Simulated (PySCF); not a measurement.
Mg³⁺ (magnesium, charge +3): UHF calculation

Configuration: [He] 2s2 2p5, 2P determinant. Computed with PySCF 2.14 in cc-pVDZ-DK (4s3p1d, 18 functions), with the spin-free X2C one-electron Hamiltonian (Gaussian nucleus).

* Total energy: -196.150789 hartree
* One-electron energy: -256.3478 hartree
* Hartree (Coulomb) energy: 74.7865 hartree
* Exchange energy: -14.5895 hartree
* ⟨S²⟩: 0.7501
* ⟨L²⟩: 2.000
* Sum of ⟨r⟩: 4.977 bohr
* Sum of ⟨r²⟩: 4.016 bohr²
* Traceless quadrupole moment −½Σ⟨3z² − r²⟩ along its main axis: 0.229 e·bohr²
* Langevin diamagnetic susceptibility: -3.18 ×10⁻⁶ cm³/mol
* Time after the integrals: 0.04 s of wall time on 1 thread of Neoverse-V1 (shared host)

```json
{"shell": "1s α", "electrons": "1", "mean orbital energy (eV)": "-1406.4", "spread (eV)": "0", "rms radius, mean of both spins (bohr)": "0.151"}
{"shell": "1s β", "electrons": "1", "mean orbital energy (eV)": "-1404.2", "spread (eV)": "0", "rms radius, mean of both spins (bohr)": "0.151"}
{"shell": "2s α", "electrons": "1", "mean orbital energy (eV)": "-157.55", "spread (eV)": "0", "rms radius, mean of both spins (bohr)": "0.744"}
{"shell": "2s β", "electrons": "1", "mean orbital energy (eV)": "-150.13", "spread (eV)": "0", "rms radius, mean of both spins (bohr)": "0.744"}
{"shell": "2p α", "electrons": "3", "mean orbital energy (eV)": "-117.62", "spread (eV)": "4.117", "rms radius, mean of both spins (bohr)": "0.757"}
{"shell": "2p β", "electrons": "2", "mean orbital energy (eV)": "-114.18", "spread (eV)": "0", "rms radius, mean of both spins (bohr)": "0.757"}
```
